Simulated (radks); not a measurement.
Values are calculated unless marked as measured or tabulated.
Q: Isoelectronic series with 47 electrons, all held in the configuration [Kr] 4d10 5s1, which need not be the ground one along the series. Level of theory: scalar-relativistic Kohn-Sham, r2SCAN, spin-unpolarised, spherical densities, finite nucleus; meta-GGA in the generalised Kohn-Sham scheme; Fermi nuclear charge, rms radius of each element as measured or else 0.836 A^(1/3) + 0.57 fm (a radial shooting solver on a logarithmic mesh with Libxc functionals). Total energies (hartree) and mean radii <r> (bohr):

ion,E (hartree),5s,4d,4p,4s
Ag,-5316.66211,3.163,1.410,1.004,0.9154
Cd+,-5594.96192,2.647,1.267,0.9626,0.8823
In2+,-5881.40128,2.339,1.162,0.9233,0.8506
Sn3+,-6175.98332,2.120,1.078,0.8862,0.8204
Sb4+,-6478.73060,1.951,1.010,0.8515,0.7919
Te5+,-6789.66831,1.814,0.9514,0.8192,0.7649
Xe7+,-7436.26908,1.601,0.8564,0.7609,0.7155
Cs8+,-7772.0093,1.515,0.8169,0.7347,0.6928
Ba9+,-8116.0991,1.440,0.7814,0.7101,0.6715
La10+,-8468.5896,1.373,0.7493,0.6872,0.6513
Ce11+,-8829.5282,1.312,0.7200,0.6656,0.6321
Pr12+,-9198.9691,1.258,0.6932,0.6454,0.6140
Nd13+,-9576.9650,1.208,0.6685,0.6263,0.5969
Pm14+,-9963.5677,1.162,0.6456,0.6084,0.5806
Sm15+,-10358.8248,1.120,0.6244,0.5914,0.5651
Eu16+,-10762.8346,1.081,0.6046,0.5753,0.5503

Estimate the row of I6+.

A: E (hartree) -7108.83735; 5s 1.699; 4d 0.9009; 4p 0.7890; 4s 0.7395.
